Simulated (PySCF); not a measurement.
PBE on Ne+ (neon, charge +1), [He] 2s1 2p5 3d1, one real determinant (an excited configuration). Calculation: PySCF 2.14, in aug-cc-pVQZ-DK (6s5p4d3f2g, 80 functions); the spin-free X2C one-electron Hamiltonian (Gaussian nucleus).

```
cycle= 1 E= -125.90667409002  delta_E= -0.00623  |g|= 0.0139  |ddm|= 0.272
cycle= 2 E= -125.906691891226  delta_E= -1.78e-05  |g|= 0.0033  |ddm|= 0.0159
cycle= 3 E= -125.906693166698  delta_E= -1.28e-06  |g|= 0.00122  |ddm|= 0.00463
cycle= 4 E= -125.906693436629  delta_E= -2.7e-07  |g|= 0.000131  |ddm|= 0.00137
cycle= 5 E= -125.906693440253  delta_E= -3.62e-09  |g|= 4.67e-06  |ddm|= 0.000145
cycle= 6 E= -125.906693440257  delta_E= -4.63e-12  |g|= 1.97e-07  |ddm|= 6.37e-06
converged SCF energy = -125.906693440257  <S^2> = 3.750789  2S+1 = 4.0003945
```

Highest occupied orbital energy: 2.203 eV; ⟨L²⟩ = 8.00; populations by l: s 3.00, p 5.00, d 1.00, f 0.00.

Task: Can this result be used?

Result: Not for this state. Self-consistency was reached. ⟨L²⟩ = 8.00 against 12 for a pure F term, so this real determinant mixes terms. The outer electron is Rydberg-like, and this basis confines it to a smaller radius and binds it less than a complete one would. At PBE the highest occupied level has a positive energy, so only the finite basis holds that electron; for this excited configuration the basis is too tight for the outer shell.
